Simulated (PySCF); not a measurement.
# Correlation energy of Ir(3+) (iridium, charge +3)

[Xe] 4f14 5d6, high-spin 5D determinant. Computed with PySCF 2.14 in x2c-TZVPPall (11s7p7d3f1g, 97 functions), with scalar relativity by spin-free X2C-1e. Frozen: [Xe] 4f14; 6 electrons correlated.

| level | correlation energy (mhartree) |
| --- | --- |
| CCSD | -94.59 |
| (T) | -1.66 |
| CCSD(T) | -96.25 |

Diagnostics: T1 = 0.0018, D1 = 0.0035, largest double amplitude 0.036.

Spin-orbit coupling, absent here, splits the open shell strongly.

Cost of the coupled-cluster step: of the order of 40 core-seconds, for 6 correlated electrons.

Iterations:

```
CC2 = 0
CCSD nocc = (np.int64(5), np.int64(1)), nmo = (63, 63)
frozen orbitals [[0, 1, 2, 3, 4, 5, 6, 7, 8, 9, 10, 11, 12, 13, 14, 15, 16, 17, 18, 19, 20, 21, 22, 23, 24, 25, 26, 27, 28, 29, 30, 31, 32, 33], [0, 1, 2, 3, 4, 5, 6, 7, 8, 9, 10, 11, 12, 13, 14, 15, 16, 17, 18, 19, 20, 21, 22, 23, 24, 25, 26, 27, 28, 29, 30, 31, 32, 33]]
max_cycle = 100
direct = 0
conv_tol = 1e-08
conv_tol_normt = 1e-06
diis_space = 8
diis_start_cycle = 0
Init t2, MP2 energy = -0.0880634098959248
Init E_corr(UCCSD) = -0.0880634099027137
cycle = 1  E_corr(UCCSD) = -0.0934142254820338  dE = -0.00535081558  norm(t1,t2) = 0.0170559
cycle = 2  E_corr(UCCSD) = -0.0940560363734752  dE = -0.000641810891  norm(t1,t2) = 0.00875169
cycle = 3  E_corr(UCCSD) = -0.0945866414095112  dE = -0.000530605036  norm(t1,t2) = 0.00587257
cycle = 4  E_corr(UCCSD) = -0.094571307420623  dE = 1.53339889e-05  norm(t1,t2) = 0.00165533
cycle = 5  E_corr(UCCSD) = -0.0945903389019578  dE = -1.90314813e-05  norm(t1,t2) = 0.000418377
cycle = 6  E_corr(UCCSD) = -0.0945884047518189  dE = 1.93415014e-06  norm(t1,t2) = 0.000134334
cycle = 7  E_corr(UCCSD) = -0.0945889706344919  dE = -5.65882673e-07  norm(t1,t2) = 6.0049e-05
cycle = 8  E_corr(UCCSD) = -0.0945890787260444  dE = -1.08091552e-07  norm(t1,t2) = 1.87905e-05
cycle = 9  E_corr(UCCSD) = -0.0945890385838407  dE = 4.01422037e-08  norm(t1,t2) = 4.70545e-06
cycle = 10  E_corr(UCCSD) = -0.0945890321224858  dE = 6.46135487e-09  norm(t1,t2) = 1.40389e-06
cycle = 11  E_corr(UCCSD) = -0.0945890364103484  dE = -4.28786261e-09  norm(t1,t2) = 4.92107e-07
UCCSD converged
E(UCCSD) = -17822.17402731607  E_corr = -0.09458903641034842
UCCSD(T) correction = -0.00165895124560345
```
